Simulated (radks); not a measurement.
Q: The lutetium ion Lu4+, 67 electrons, occupied as [Xe] 4f13 (the NIST ground configuration). Method: Dirac Kohn-Sham, LDA (Slater exchange, Perdew-Wang correlation), spin-unpolarised, spherical densities, finite nucleus; open shells fill j = l - 1/2 first; Fermi nuclear charge, rms radius 5.37 fm; computed with a radial shooting solver on a logarithmic mesh with Libxc functionals. Some entries of the table are withheld. Estimate them.

orbital,occ.,eigenvalue (eV),<r^2> (bohr^2)
1s1/2,2,(1),0.0005129
2s1/2,2,-10783.59,0.007872
2p1/2,2,-10300.17,0.005645
2p3/2,4,-9184.011,0.006854
3s1/2,2,(2),0.05170
3p1/2,2,(3),0.04759
3p3/2,4,(4),0.05431
3d3/2,4,-1662.416,0.04240
3d5/2,6,-1610.417,0.04425
4s1/2,2,-532.9215,0.2580
4p1/2,2,-445.3755,0.2675
4p3/2,4,-390.8388,0.3046
4d3/2,4,-246.3736,0.3379
4d5/2,6,-236.3829,0.3522
5s1/2,2,-105.7958,1.468
5p1/2,2,(5),(6)
5p3/2,4,(7),(8)
4f5/2,6,(9),0.5847
4f7/2,7,(10),0.6050

A: 
(1) 1s1/2 eigenvalue (eV): -63137.36
(2) 3s1/2 eigenvalue (eV): -2481.860
(3) 3p1/2 eigenvalue (eV): -2267.074
(4) 3p3/2 eigenvalue (eV): -2029.104
(5) 5p1/2 eigenvalue (eV): -80.4832
(6) 5p1/2 <r^2> (bohr^2): 1.789
(7) 5p3/2 eigenvalue (eV): -72.6943
(8) 5p3/2 <r^2> (bohr^2): 2.061
(9) 4f5/2 eigenvalue (eV): -58.7161
(10) 4f7/2 eigenvalue (eV): -57.1016
